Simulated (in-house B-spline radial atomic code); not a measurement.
Configurations of Al VIII (Al7+), with energies counted from [He] 2s2 (2p1/2)2. All numbers are computed (Dirac-Hartree-Fock, average of each configuration as written; Fermi nucleus of rms radius 3.061 fm) with a B-spline radial code for spherical atoms, not measured. Energies include first-order Breit, QED and recoil terms.

Occupations are held fixed; configurations that lie above the ionisation limit could autoionise.

| configuration | E - E(ref) (eV) | highest orbital | its <r> (bohr) |
| --- | --- | --- | --- |
| [He] 2s2 (2p3/2)2 | -0.46673 | 2p3/2 | 0.4919 |
| [He] 2s1 (2p1/2)2 (2p3/2)1 | 32.315 | 2p1/2 | 0.4953 |
| [He] 2s2 (2p1/2)1 (5p3/2)1 | 242.94 | 5p3/2 | 4.253 |
| [He] 2s1 (2p1/2)1 (2p3/2)1 (4d3/2)1 | 251.09 | 4d3/2 | 2.534 |
| [He] 2s2 (2p1/2)1 (6g7/2)1 | 256.09 | 6g7/2 | 5.498 |
| [He] 2s1 (2p1/2)2 (5p3/2)1 | 271.76 | 5p3/2 | 4.265 |

Task: Order these further configurations by energy, lowest first.
A. [He] 2s2 (2p3/2)1 (4d5/2)1
B. [He] 2s2 (2p3/2)1 (6f5/2)1
C. [He] 2s2 (2p1/2)1 (2p3/2)1
D. [He] 2s1 (2p1/2)2 (6g7/2)1
E. [He] 2s2 (2p3/2)1 3s1

Result: C (-1.8364 eV), E (161.04 eV), A (224.83 eV), B (256.67 eV), D (284.8 eV).

Task: How far above the reference does [He] 2s1 (2p1/2)2 (5g7/2)1 lie?

Result: 274.16 eV; its least bound orbital is 5g7/2 with <r> = 3.437 bohr.

Task: How far above the reference does [He] 2s2 (2p1/2)1 6s1 lie?

Result: 253.57 eV; its least bound orbital is 6s1/2 with <r> = 6.118 bohr.

Task: Is the reference the lowest configuration at this level of theory?

Result: No: [He] 2s2 (2p1/2)1 (2p3/2)1 lies 1.836 eV lower. Averages of configurations without correlation can order differently from the measured ground levels.
